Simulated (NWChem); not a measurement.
System: N-methylmethanimine (C2H5N); SMILES C=NC

The following NWChem deck was run.

```
start job
memory heap 200 mb stack 900 mb global 1100 mb
geometry units angstroms noautoz
  C     -0.122660     1.135780     0.000000
  N      0.539145    -0.137443     0.000000
  C     -0.164630    -1.184008     0.000000
  H      0.200402     1.714094     0.880980
  H      0.200402     1.714094    -0.880980
  H     -1.230277     1.075240     0.000000
  H     -1.275026    -1.175491     0.000000
  H      0.324506    -2.169141     0.000000
end
basis spherical
  * library 6-311++g**
end
dft
  xc b3lyp
  iterations 150
  mulliken
end
task dft energy
```

NWChem printed, in part:

```
             Northwest Computational Chemistry Package (NWChem) 7.3.0
             --------------------------------------------------------

 CS  symmetry detected

                             Geometry "geometry" -> ""
                             -------------------------

 Output coordinates in angstroms (scale by  1.889725989 to convert to a.u.)

  No.       Tag          Charge          X              Y              Z
 ---- ---------------- ---------- -------------- -------------- --------------
    1 C                    6.0000    -0.12976326     1.14012236     0.00000000
    2 N                    7.0000     0.52739241    -0.13550654     0.00000000
    3 C                    6.0000    -0.18019595    -1.17949709     0.00000000
    4 H                    1.0000     0.19540638     1.71725393     0.88098000
    5 H                    1.0000     0.19540638     1.71725393    -0.88098000
    6 H                    1.0000    -1.23759375     1.08362353     0.00000000
    7 H                    1.0000    -1.29055349    -1.16692924     0.00000000
    8 H                    1.0000     0.30534286    -2.16640798     0.00000000

 Effective nuclear repulsion energy (a.u.)      72.2350758756

      Symmetry information
      --------------------

 Group name             Cs
 Group number              2
 Group order               2
 No. of unique centers     7

                                 NWChem DFT Module
                                 -----------------

 Summary of "ao basis" -> "ao basis" (spherical)
 ------------------------------------------------------------------------------
       Tag                 Description            Shells   Functions and Types
 ---------------- ------------------------------  ------  ---------------------
 C                         6-311++g**               10       22   5s4p1d
 N                         6-311++g**               10       22   5s4p1d
 H                         6-311++g**                5        7   4s1p

      Symmetry analysis of basis
      --------------------------

        a'         73
        a"         28

            General Information
            -------------------
          SCF calculation type: DFT
          Wavefunction type:  closed shell.
          No. of atoms     :     8
          No. of electrons :    24
           Alpha electrons :    12
            Beta electrons :    12
          Charge           :     0
          Spin multiplicity:     1
          Use of symmetry is: on ; symmetry adaption is: on
          Maximum number of iterations: 150
          AO basis - number of functions:   101
                     number of shells:    55
          Convergence on energy requested:  1.00D-06
          Convergence on density requested:  1.00D-05
          Convergence on gradient requested:  5.00D-04

              XC Information
              --------------
                         B3LYP Method XC Potential
                     Hartree-Fock (Exact) Exchange  0.200
                        Slater Exchange Functional  0.800 local
                    Becke 1988 Exchange Functional  0.720 non-local
              Lee-Yang-Parr Correlation Functional  0.810
                  VWN I RPA Correlation Functional  0.190 local

             Grid Information
             ----------------
          Grid used for XC integration:  medium
          Radial quadrature: Mura-Knowles
          Angular quadrature: Lebedev.
          Tag              B.-S. Rad. Rad. Pts. Rad. Cut. Ang. Pts.
          ---              ---------- --------- --------- ---------
          C                   0.70       49          13.0       434
          N                   0.65       49          11.0       434
          H                   0.35       45          14.0       434
          Grid pruning is: on
          Number of quadrature shells:   327
          Spatial weights used:  Erf1

      Superposition of Atomic Density Guess
      -------------------------------------

 Sum of atomic energies:        -132.14529459

      Non-variational initial energy
      ------------------------------

 Total energy =    -133.869021
 1-e energy   =    -319.456829
 2-e energy   =     113.352732
 HOMO         =      -0.317405
 LUMO         =      -0.025350

      Symmetry analysis of molecular orbitals - initial
      -------------------------------------------------

  Numbering of irreducible representations:

     1 a'          2 a"

  Orbital symmetries:

     1 a'          2 a'          3 a'          4 a'          5 a'
     6 a'          7 a'          8 a'          9 a"         10 a'
    11 a"         12 a'         13 a"         14 a'         15 a'
    16 a'         17 a"         18 a'         19 a'         20 a"
    21 a'         22 a'

     ---------------------------------------------
      Total Density - Mulliken Population Analysis
     ---------------------------------------------

    Atom       Charge   Shell Charges
 -----------   ------   -------------------------------------------------------
    1 C    6     6.49   1.10  0.89  0.56  0.79  1.53  0.51  0.93  0.09  0.02  0.06
    2 N    7     7.29   1.09  0.90  0.75  0.94  1.83  0.72  1.18 -0.08 -0.07  0.03
    3 C    6     6.05   1.10  0.89  0.52  0.82  1.32  0.52  0.74  0.01  0.06  0.07
    4 H    1     0.81   0.24  0.45  0.10  0.00  0.02
    5 H    1     0.81   0.24  0.45  0.10  0.00  0.02
    6 H    1     0.84   0.24  0.45  0.13  0.00  0.02
    7 H    1     0.88   0.24  0.46  0.14  0.02  0.02
    8 H    1     0.82   0.24  0.46  0.11 -0.01  0.02

   convergence    iter        energy       DeltaE   RMS-Dens  Diis-err
 ---------------- ----- ----------------- --------- --------- ---------
 d= 0,ls=0.0,diis     1   -133.9352241998 -2.06D+02  8.87D-03  5.15D-01
 d= 0,ls=0.0,diis     2   -133.9125496514  2.27D-02  6.57D-03  6.25D-01
 d= 0,ls=0.0,diis     3   -133.9665013899 -5.40D-02  1.79D-03  1.64D-01
 d= 0,ls=0.0,diis     4   -133.9833062126 -1.68D-02  3.24D-04  2.50D-03
 d= 0,ls=0.0,diis     5   -133.9835818046 -2.76D-04  1.15D-04  2.73D-04
  Resetting Diis
 d= 0,ls=0.0,diis     6   -133.9836178347 -3.60D-05  1.67D-05  3.21D-06
 d= 0,ls=0.0,diis     7   -133.9836181928 -3.58D-07  9.91D-06  5.65D-07

         Total DFT energy =     -133.983618192784
      One electron energy =     -322.386354342241
           Coulomb energy =      135.761954091558
    Exchange-Corr. energy =      -19.594293817653
 Nuclear repulsion energy =       72.235075875552

 Numeric. integr. density =       23.999993222134

                  Occupations of the irreducible representations
                  ----------------------------------------------

                     irrep           alpha         beta
                     --------     --------     --------
                     a'               10.0         10.0
                     a"                2.0          2.0

                       DFT Final Molecular Orbital Analysis
                       ------------------------------------

 Vector   10  Occ=2.000000D+00  E=-3.848056D-01  Symmetry=a'
              MO Center= -2.1D-01,  2.7D-01, -4.9D-15, r^2= 3.0D+00
   Bfn.  Coefficient  Atom+Function         Bfn.  Coefficient  Atom+Function
  ----- ------------  ---------------      ----- ------------  ---------------
     8      0.188412  1 C  py                82     -0.163233  6 H  s
     7      0.162015  1 C  px                52      0.160396  3 C  py
    96     -0.154731  8 H  s                 12      0.133393  1 C  py
     4      0.128768  1 C  py                11      0.120356  1 C  px
    68      0.120102  4 H  s                 75      0.120102  5 H  s

 Vector   11  Occ=2.000000D+00  E=-3.131277D-01  Symmetry=a"
              MO Center=  1.4D-01, -1.6D-01,  6.4D-16, r^2= 2.2D+00
   Bfn.  Coefficient  Atom+Function         Bfn.  Coefficient  Atom+Function
  ----- ------------  ---------------      ----- ------------  ---------------
    31      0.261871  2 N  pz                53      0.262196  3 C  pz
    35      0.225837  2 N  pz                57      0.220489  3 C  pz
    27      0.174263  2 N  pz                49      0.170849  3 C  pz
     9     -0.136237  1 C  pz                68     -0.134386  4 H  s
    75      0.134386  5 H  s                 69     -0.097593  4 H  s

 Vector   12  Occ=2.000000D+00  E=-2.630491D-01  Symmetry=a'
              MO Center=  3.6D-01, -2.0D-01,  1.5D-15, r^2= 2.0D+00
   Bfn.  Coefficient  Atom+Function         Bfn.  Coefficient  Atom+Function
  ----- ------------  ---------------      ----- ------------  ---------------
    29      0.339330  2 N  px                32      0.301541  2 N  s
    33      0.296235  2 N  px                25      0.234007  2 N  px
    28      0.174835  2 N  s                 90      0.173103  7 H  s
    89      0.153293  7 H  s                 36      0.152423  2 N  s
    82      0.128792  6 H  s                 97     -0.123546  8 H  s

 Vector   13  Occ=0.000000D+00  E=-2.716122D-02  Symmetry=a"
              MO Center= -5.4D-02, -7.5D-01,  5.4D-15, r^2= 3.5D+00
   Bfn.  Coefficient  Atom+Function         Bfn.  Coefficient  Atom+Function
  ----- ------------  ---------------      ----- ------------  ---------------
    61     -0.510296  3 C  pz                57     -0.482613  3 C  pz
    39      0.469901  2 N  pz                35      0.397091  2 N  pz
    31      0.290929  2 N  pz                53     -0.260304  3 C  pz
    27      0.195477  2 N  pz                49     -0.174543  3 C  pz
    69     -0.168972  4 H  s                 76      0.168972  5 H  s

 Vector   14  Occ=0.000000D+00  E=-5.544919D-03  Symmetry=a'
              MO Center= -9.5D-01,  5.2D-01, -2.2D-14, r^2= 1.4D+01
   Bfn.  Coefficient  Atom+Function         Bfn.  Coefficient  Atom+Function
  ----- ------------  ---------------      ----- ------------  ---------------
    14      4.127571  1 C  s                 58      1.187829  3 C  s
    70     -1.144417  4 H  s                 77     -1.144417  5 H  s
    84     -1.136907  6 H  s                 91     -0.981355  7 H  s
    36     -0.966819  2 N  s                 98     -0.870585  8 H  s
    10      0.544642  1 C  s                 69     -0.335987  4 H  s

 Vector   15  Occ=0.000000D+00  E= 1.340102D-02  Symmetry=a'
              MO Center= -5.8D-01, -5.0D-01,  6.4D-15, r^2= 1.7D+01
   Bfn.  Coefficient  Atom+Function         Bfn.  Coefficient  Atom+Function
  ----- ------------  ---------------      ----- ------------  ---------------
    14      4.169018  1 C  s                 58     -3.724240  3 C  s
    91      1.847273  7 H  s                 98      1.654963  8 H  s
    70     -1.358307  4 H  s                 77     -1.358307  5 H  s
    84     -0.823014  6 H  s                 38     -0.491984  2 N  py
    54     -0.395475  3 C  s                 15      0.338396  1 C  px

     ---------------------------------------------
      Total Density - Mulliken Population Analysis
     ---------------------------------------------

    Atom       Charge   Shell Charges
 -----------   ------   -------------------------------------------------------
    1 C    6     6.39   1.10  0.89  0.65  0.76  1.51  0.45  0.83  0.11  0.03  0.07
    2 N    7     7.10   1.09  0.90  0.77  0.90  1.71  0.75  1.03 -0.01 -0.08  0.04
    3 C    6     6.14   1.10  0.89  0.64  0.78  1.40  0.46  0.75 -0.01  0.05  0.07
    4 H    1     0.84   0.27  0.47  0.08 -0.00  0.02
    5 H    1     0.84   0.27  0.47  0.08 -0.00  0.02
    6 H    1     0.90   0.27  0.48  0.12  0.00  0.02
    7 H    1     0.94   0.27  0.49  0.12  0.03  0.02
    8 H    1     0.84   0.27  0.48  0.08 -0.02  0.02

     -------------------------------------------
      Total Density - Lowdin Population Analysis
     -------------------------------------------

    Atom       Charge   Shell Charges
 -----------   ------   -------------------------------------------------------
    1 C    6     6.05   1.05  0.92  0.62  0.48  1.43  0.28  0.94  0.06  0.14  0.14
    2 N    7     7.14   1.04  0.94  0.76  0.68  1.67  0.43  1.20  0.11  0.25  0.06
    3 C    6     6.00   1.05  0.92  0.61  0.51  1.37  0.29  0.89  0.06  0.13  0.16
    4 H    1     0.95   0.27  0.43  0.15  0.03  0.07
    5 H    1     0.95   0.27  0.43  0.15  0.03  0.07
    6 H    1     0.97   0.27  0.44  0.16  0.04  0.07
    7 H    1     0.98   0.27  0.43  0.17  0.04  0.07
    8 H    1     0.96   0.27  0.44  0.16  0.03  0.07

     Multipole analysis of the density
     ---------------------------------

     L   x y z        total         alpha         beta         nuclear
     -   - - -        -----         -----         ----         -------
     0   0 0 0     -0.000000    -12.000000    -12.000000     24.000000

     1   1 0 0     -0.616818     -0.308409     -0.308409      0.000000
     1   0 1 0      0.013777      0.006889      0.006889      0.000000
     1   0 0 1     -0.000000     -0.000000     -0.000000      0.000000

     2   2 0 0    -16.080622    -18.056471    -18.056471     20.032321
     2   1 1 0      0.426600      0.102886      0.102886      0.220828
     2   1 0 1     -0.000000     -0.000000     -0.000000      0.000000
     2   0 2 0    -12.349353    -58.673425    -58.673425    104.997497
     2   0 1 1     -0.000000     -0.000000     -0.000000      0.000000
     2   0 0 2    -14.950105    -10.246647    -10.246647      5.543190
```

Level: B3LYP/6-311++G** (spherical d). Coordinates come from a PBE0/def2-SVP optimisation.
